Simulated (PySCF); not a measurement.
O3Se, SMILES O=[Se+2]([O-])[O-]. Heavy atoms are numbered as in [Se+2:1](=[O:2])([O-:3])[O-:4].

Geometry: B3LYP-D3(BJ)/def2-SVP.

Computed with KT2/pcSseg-2 (PySCF).

GIAO shieldings, no solvent; atoms alike by connectivity are averaged. δ = σ(ref) − σ: ⁷⁷Se against Me2Se (σ = 1704.9 ppm); ¹⁷O against H2O (σ = 324.0 ppm), references at their B3LYP-D3(BJ)/def2-TZVP geometries, non-relativistic.

```tsv
nucleus	atoms	count	δ (ppm)
⁷⁷Se	Se1	1	1141.0
¹⁷O	O2	3	560.3
```
